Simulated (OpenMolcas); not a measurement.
Levels of Cr IV by method

```json
{
  "Program": "OpenMolcas",
  "Basis": "ANO-RCC-VTZP [6s5p3d2f1g]",
  "Scalar Hamiltonian": "DKH2, point nucleus",
  "Active space": "9 electrons in 8 orbitals (RAS1 3p, at most 2 holes; RAS2 3d)",
  "State averaging": "2S+1 = 4 even, 10 roots; 2S+1 = 2 even, 40 roots",
  "Spin-orbit coupling": "state interaction with AMFI integrals over the reference wave functions, term energies averaged over their components"
}
```

Methods on the same reference wave functions:
A. RASSCF
B. SS-RASPT2, IPEA 0.25 Eh, imaginary shift 0.1 Eh (closed shells correlated: 3s)
C. MS-RASPT2, IPEA 0.25 Eh, imaginary shift 0.1 Eh (closed shells correlated: 3s)

Energies in cm-1 above 3d3 4F 3/2, the measured ground level; measured values from Sugar and Corliss, J. Phys. Chem. Ref. Data 6, 317 (1977).

| Level | A | B | C | Measured |
| --- | --- | --- | --- | --- |
| 3d3 4F 3/2 | 0.0 | 0.0 | 0.0 | 0.0 |
| 3d3 4F 5/2 | 257 | 258 | 258 | 236 |
| 3d3 4F 7/2 | 608 | 609 | 609 | 556 |
| 3d3 4F 9/2 | 1046 | 1045 | 1045 | 946 |
| 3d3 4P 1/2 | 16726 | 14650 | 14650 | 14059 |
| 3d3 4P 3/2 | 16833 | 14760 | 14760 | 14177 |
| 3d3 4P 5/2 | 17144 | 15070 | 15070 | 14471 |
| 3d3 2G 7/2 | 18258 | 15420 | 15420 | 15052 |
| 3d3 2G 9/2 | 18634 | 15790 | 15790 | 15402 |
| 3d3 2P 1/2 | 21590 | 19900 | 19900 | 19519 |
| 3d3 2P 3/2 | 21698 | 19930 | 19930 |  |
| 3d3 2D 3/2(1) | 23482 | 21390 | 21380 | 20650 |
| 3d3 2D 5/2(1) | 23750 | 21590 | 21540 | 20664 |
| 3d3 2H 9/2 | 25516 | 21500 | 21500 | 21066 |
| 3d3 2H 11/2 | 25804 | 21780 | 21780 | 21321 |
| 3d3 2F 7/2 | 40604 | 35320 | 35320 | 34363 |
| 3d3 2F 5/2 | 40764 | 35480 | 35480 | 34556 |
| 3d3 2D 5/2(2) | 60146 | 54610 | 54650 | 52975 |
| 3d3 2D 3/2(2) | 60366 | 54830 | 54840 | 53142 |

Deviations, from unrounded energies. A percentage is the sum of absolute deviations over the sum of measured energies, with the sign that they share, or ± where signs differ.

```
                        Against measurement  Levels      A      B      C
             mean absolute deviation (cm-1)      17   3400    640    640
      fine structure of the ground term (%)       3  +10.0  +10.1  +10.0
other terms of the ground configuration (%)      14  +16.6   +3.0   +3.0
```

B, C lie about equally close to measurement and A furthest from it. The largest miss of B in the table is 3d3 2D 3/2(2), by +1700 cm-1. The ranking rests on the paired levels alone, and a cruder setting can come out closer through cancelling errors.

Between B and C the level of the table that moves most is 3d3 2D 5/2(1), by 46 cm-1 (lowest in C, highest in B). Moves below CASPT2's spread within the term are not significant.

The two smallest mean deviations differ by little beside CASPT2's spread within terms, so their order carries little weight.

From A to B the spin-free energies of the other terms of 3d3 shown, above 4F, scale by factors of 0.84 to 0.92, as is usual when dynamic correlation screens the repulsion within a d or f shell.

The lowest spin-free term lies below A's lowest term by 0.275 hartree in B, 0.275 hartree in C.

Term energies are means over components that CASPT2 splits; among the terms shown or strongly mixed into the levels shown the widest spread is 1400 cm-1 (3d3 4F, C). Active for correlation alone: 3p; no level in the range computed is led by a configuration that opens it, so any true level of that kind is missing. Without dynamic correlation excited terms often stand tens of per cent too high (terms of higher spin than the ground term too low), and those without a measured partner can miss by more than the paired ones (holds for A). The CASPT2 spread within a term exceeds the gap to the next term for 3d3 2D(1) and 3d3 2H, so the order of their levels is uncertain (holds for C). Computed and measured levels are paired by configuration, term and J; levels that our copy of the source lacks, or whose pairing is in doubt (as where it misses far off the trend of its configuration), stay unpaired and out of the deviations. Levels of configurations outside the active space are missing.

A number in round brackets counts repeated terms of one configuration in the order of the reference energies.
